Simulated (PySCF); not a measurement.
# Electronic structure of Ge (germanium, neutral) at the UHF level

Configuration: [Ar] 3d10 4s2 4p2, high-spin 3P determinant. All numbers are calculated (PySCF 2.14, the spin-free X2C one-electron Hamiltonian (Gaussian nucleus), in aug-cc-pVDZ-DK (6s5p3d, 36 functions)).

| Quantity | Value |
| --- | --- |
| Total energy | -2096.959641 hartree |
| One-electron energy | -2922.3876 hartree |
| Hartree (Coulomb) energy | 904.0207 hartree |
| Exchange energy | -78.5927 hartree |
| ⟨S²⟩ | 2.0101 |
| ⟨L²⟩ | 2.029 |
| Sum of ⟨r⟩ | 24.10 bohr |
| Sum of ⟨r²⟩ | 41.25 bohr² |
| Traceless quadrupole moment −½Σ⟨3z² − r²⟩ along its main axis | 3.90 e·bohr² |
| Langevin diamagnetic susceptibility | -32.7 ×10⁻⁶ cm³/mol |

```json
{"shell": "1s α", "electrons": "1", "mean orbital energy (eV)": "-11178.9", "spread (eV)": "0", "rms radius, mean of both spins (bohr)": "0.0542"}
{"shell": "1s β", "electrons": "1", "mean orbital energy (eV)": "-11178.8", "spread (eV)": "0", "rms radius, mean of both spins (bohr)": "0.0542"}
{"shell": "2s α", "electrons": "1", "mean orbital energy (eV)": "-1454.2", "spread (eV)": "0", "rms radius, mean of both spins (bohr)": "0.227"}
{"shell": "2s β", "electrons": "1", "mean orbital energy (eV)": "-1454.2", "spread (eV)": "0", "rms radius, mean of both spins (bohr)": "0.227"}
{"shell": "2p α", "electrons": "3", "mean orbital energy (eV)": "-1266.3", "spread (eV)": "0.031", "rms radius, mean of both spins (bohr)": "0.203"}
{"shell": "2p β", "electrons": "3", "mean orbital energy (eV)": "-1266.2", "spread (eV)": "0.100", "rms radius, mean of both spins (bohr)": "0.203"}
{"shell": "3s α", "electrons": "1", "mean orbital energy (eV)": "-201.70", "spread (eV)": "0", "rms radius, mean of both spins (bohr)": "0.668"}
{"shell": "3s β", "electrons": "1", "mean orbital energy (eV)": "-201.52", "spread (eV)": "0", "rms radius, mean of both spins (bohr)": "0.668"}
{"shell": "3p α", "electrons": "3", "mean orbital energy (eV)": "-142.01", "spread (eV)": "0.010", "rms radius, mean of both spins (bohr)": "0.700"}
{"shell": "3p β", "electrons": "3", "mean orbital energy (eV)": "-141.76", "spread (eV)": "0.389", "rms radius, mean of both spins (bohr)": "0.700"}
{"shell": "3d α", "electrons": "5", "mean orbital energy (eV)": "-43.591", "spread (eV)": "0.264", "rms radius, mean of both spins (bohr)": "0.817"}
{"shell": "3d β", "electrons": "5", "mean orbital energy (eV)": "-43.442", "spread (eV)": "0.420", "rms radius, mean of both spins (bohr)": "0.817"}
{"shell": "4s α", "electrons": "1", "mean orbital energy (eV)": "-17.527", "spread (eV)": "0", "rms radius, mean of both spins (bohr)": "2.36"}
{"shell": "4s β", "electrons": "1", "mean orbital energy (eV)": "-13.468", "spread (eV)": "0", "rms radius, mean of both spins (bohr)": "2.36"}
{"shell": "4p α", "electrons": "2", "mean orbital energy (eV)": "-7.883", "spread (eV)": "0", "rms radius, mean of both spins (bohr)": "3.10"}
```

Densities and radii are taken from the X2C orbitals without a picture-change correction, which distorts them close to the nucleus.

Spin-orbit constants ζ (cm⁻¹) from the X2C one-electron operator on these orbitals: bare nucleus, nucleus screened by l(l+1)(2l+1)/3 electrons, and screened by the Breit-Pauli mean field of the electrons.

```csv
shell,bare,screened nucleus,mean field
2p,177300,166300,161200
3p,23520,22050,21240
3d,2578,1772,1628
4p,911.1,854.2,814.1
```

To first order the Landé constant is A = 407.1 cm⁻¹, so the lowest level has J = 0 and lies 0.101 eV below the centre of the term. This holds in LS coupling only.
